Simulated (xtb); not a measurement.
technetium atom (Tc), sextet (GFN-xTB shapes and energies of metal compounds can be far from the true ones); GFN2-xTB run with xtb.

The xtb input:
```
$ xtb mol.xyz --gfn 2 --uhf 5 --acc 1000 --json

# file mol.xyz
1

Tc     0.00000000     0.00000000     0.00000000
```

Output, abridged:

```
   ID    Z sym.   atoms
    1   43 Tc     1

           -------------------------------------------------
          |                Calculation Setup                |
           -------------------------------------------------

           -------------------------------------------------
          |                 G F N 2 - x T B                 |
           -------------------------------------------------

          ...................................................
          :                      SETUP                      :
          :.................................................:
          :  # basis functions                  10          :
          :  # atomic orbitals                   9          :
          :  # shells                            3          :
          :  # electrons                         7          :
          :  max. iterations                   250          :
          :  Hamiltonian                  GFN2-xTB          :
          :  restarted?                      false          :
          :  GBSA solvation                  false          :
          :  PC potential                    false          :
          :  electronic temp.          300.0000000     K    :
          :  accuracy                 1000.0000000          :
          :  -> integral cutoff          0.2000000E+02      :
          :  -> integral neglect         0.1000000E-04      :
          :  -> SCF convergence          0.1000000E-02 Eh   :
          :  -> wf. convergence          0.1000000E+00 e    :
          :  Broyden damping             0.4000000          :
          :  net charge                          0          :
          :  unpaired electrons                  5          :
          ...................................................

 iter      E             dE          RMSdq      gap      omega  full diag
   1     -2.3610871 -0.236109E+01  0.141E+01    3.47       3.5  T
   2     -2.3610871  0.000000E+00  0.113E+01    3.43       3.4  T
   3     -2.3610871 -0.532907E-14  0.871E+00    3.35       3.3  T
   4     -2.3610871  0.000000E+00  0.697E+00    3.26       3.3  T
   5     -2.3610871  0.000000E+00  0.537E+00    3.15       3.2  T
   6     -2.3610871  0.000000E+00  0.429E+00    3.07       3.1  T
   7     -2.3610871  0.000000E+00  0.343E+00    3.00       3.0  T
   8     -2.3610871  0.000000E+00  0.275E+00    2.94       2.9  T
   9     -2.3610871  0.000000E+00  0.220E+00    2.88       2.9  T
  10     -2.3610871  0.000000E+00  0.176E+00    2.84       2.8  T
  11     -2.3610871  0.000000E+00  0.141E+00    2.80       2.8  T
  12     -2.3610871  0.000000E+00  0.113E+00    2.78       2.8  T
  13     -2.3610871  0.000000E+00  0.900E-01    2.75       2.8  T
  14     -2.3610871  0.000000E+00  0.720E-01    2.73       2.7  T

   *** convergence criteria satisfied after 14 iterations ***

         :::::::::::::::::::::::::::::::::::::::::::::::::::::
         ::                     SUMMARY                     ::
         :::::::::::::::::::::::::::::::::::::::::::::::::::::
         :: total energy              -2.361087129907 Eh    ::
         :: gradient norm              0.000000000000 Eh/a0 ::
         :: HOMO-LUMO gap              2.731612088305 eV    ::
         ::.................................................::
         :: SCC energy                -2.361087129907 Eh    ::
         :: -> isotropic ES            0.005000000028 Eh    ::
         :: -> anisotropic ES          0.000000000000 Eh    ::
         :: -> anisotropic XC          0.000000000000 Eh    ::
         :: -> dispersion              0.000000000000 Eh    ::
         :: repulsion energy           0.000000000000 Eh    ::
         :: add. restraining           0.000000000000 Eh    ::
         :: total charge              -0.000000000158 e     ::
         :::::::::::::::::::::::::::::::::::::::::::::::::::::

           -------------------------------------------------
          |                Property Printout                |
           -------------------------------------------------

    * Orbital Energies and Occupations

         #    Occupation            Energy/Eh            Energy/eV
      -------------------------------------------------------------
         1        1.2000           -0.1919594              -5.2235
         2        1.2000           -0.1919594              -5.2235
         3        1.2000           -0.1919594              -5.2235
         4        1.2000           -0.1919594              -5.2235
         5        1.2000           -0.1919594              -5.2235
         6        1.0000           -0.0757173              -2.0604 (HOMO)
         7                          0.0246676               0.6712 (LUMO)
         8                          0.0246676               0.6712
         9                          0.0246676               0.6712
      -------------------------------------------------------------
                  HL-Gap            0.1003849 Eh            2.7316 eV
             Fermi-level           -0.1094007 Eh           -2.9769 eV

     #   Z          covCN         q      C6AA      α(0)
     1  43 Tc       0.000    -0.000  1098.452    92.939

 Mol. C6AA /au·bohr⁶  :       1098.451731
 Mol. C8AA /au·bohr⁸  :     119233.551351
 Mol. α(0) /au        :         92.938712

Wiberg/Mayer (AO) data.
largest (>0.10) Wiberg bond orders for each atom

 ---------------------------------------------------------------------------
     #   Z sym  total        # sym  WBO       # sym  WBO       # sym  WBO
 ---------------------------------------------------------------------------
     1  43 Tc   0.000
 ---------------------------------------------------------------------------

molecular dipole:
                 x           y           z       tot (Debye)
 q only:        0.000       0.000       0.000
   full:        0.000       0.000       0.000       0.000
molecular quadrupole (traceless):
                xx          xy          yy          xz          yz          zz
 q only:        0.000       0.000       0.000       0.000       0.000       0.000
  q+dip:        0.000       0.000       0.000       0.000       0.000       0.000
   full:        0.000       0.000       0.000       0.000       0.000       0.000

           -------------------------------------------------
          | TOTAL ENERGY               -2.361087129907 Eh   |
          | GRADIENT NORM               0.000000000000 Eh/α |
          | HOMO-LUMO GAP               2.731612088305 eV   |
           -------------------------------------------------

normal termination of xtb
```
